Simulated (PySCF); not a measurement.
Species: C3H11NOSi, net charge 0, singlet state. 
Geometry from a B3LYP-D3(BJ)/def2-TZVP (Ansatz) optimisation:
SMILES: CCCO[SiH2]N
```xyz
17

C     -3.1996    -0.6592    -1.2456
C     -2.1758    -0.3717    -0.1515
C     -0.7736    -0.2040    -0.7069
O      0.1338     0.0609     0.3547
Si     1.7508     0.3001     0.1308
N      2.5761     0.5959     1.5947
H     -4.1998    -0.7763    -0.8266
H     -3.2396     0.1528    -1.9757
H     -2.9572    -1.5779    -1.7852
H     -2.4437     0.5381     0.3917
H     -2.1629    -1.1828     0.5811
H     -0.4721    -1.1148    -1.2407
H     -0.7553     0.6204    -1.4317
H      1.9389     1.4777    -0.7505
H      2.3298    -0.9173    -0.4869
H      2.7537    -0.1507     2.2477
H      2.4875     1.4810     2.0681
```
Charge 0, spin multiplicity 1.

Dispersion corrections to the total energy (kcal/mol) from the dftd3 and dftd4 libraries through PySCF: D3(BJ) without and D4 with the three-body term, each with the damping fitted for the functional named.

```csv
functional,D3(BJ),D4
revPBE,-19.74,___
TPSS,___,-10.01
B2GP-PLYP,-4.57,-3.15
BP86,-11.96,-9.77
TPSSh,-8.92,-9.12
B3LYP,-13.20,-11.78
BHLYP,-10.17,___
```

### Question
Complete the blanks.

### Answer

- revPBE, D4: -24.51
- TPSS, D3(BJ): -9.72
- BHLYP, D4: -8.38
